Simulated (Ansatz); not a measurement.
HSe− (`[SeH-]`). Charge -1, multiplicity 1.

```xyz
2

Se   -0.532   -0.346   -0.374
H     0.532    0.346    0.374
```

Q: What are the harmonic wavenumbers in cm⁻¹ at PBE0-D4/def2-TZVPD (Ansatz, finite differences of forces, unscaled)? (Best estimate.)

A: Ansatz gave: 2392.

Q: Is this a minimum?

A: Yes, all 1 modes are real.

Q: Give the ideal-gas thermochemistry at 298.15 K and 1 bar (rigid rotor, harmonic oscillator; point group C∞v, symmetry number 1).

A: Zero-point energy 14.3 kJ/mol; H(298) − E = 23.0 kJ/mol; entropy 199.1 J/(mol·K), of which translation 163.5, rotation 35.6, vibration 0.0; G(298) − E = -36.4 kJ/mol.

Q: And at 400, 500, 600, 800 and 1000 K?

A: 
| T (K) | H − E (kJ/mol) | S (J/mol/K) | G − E (kJ/mol) |
| --- | --- | --- | --- |
| 400 | 26.0 | 207.7 | -57.1 |
| 500 | 28.9 | 214.2 | -78.2 |
| 600 | 31.9 | 219.6 | -99.9 |
| 800 | 38.0 | 228.4 | -144.8 |
| 1000 | 44.4 | 235.5 | -191.2 |
